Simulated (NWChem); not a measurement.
Molecule: disulfane (H$_{2}$S$_{2}$); SMILES SS

All runs: NWChem. Structure relaxed at the PBE0/def2-SVP level. Vertical excitations in the gas phase; the lowest state need not have the same character in each row.

```tsv
level	lowest excitation, singlet (eV)	lowest triplet (eV)	orbital gap (eV)
PBE/def2-SVP, TDA	4.78	3.95	4.36
B3LYP/def2-SVP, TDA	4.95	4.12	6.23
LDA (Slater exchange, VWN5)/def2-SVP, TDA	[?]	3.98	[?]
PBE0/def2-SVP, TDA	5.02	4.13	6.70
```

**Question.** Complete the blanks.

**Answer.** 
- LDA (Slater exchange, VWN5)/def2-SVP, TDA, lowest excitation, singlet (eV): 4.72
- LDA (Slater exchange, VWN5)/def2-SVP, TDA, orbital gap (eV): 4.25
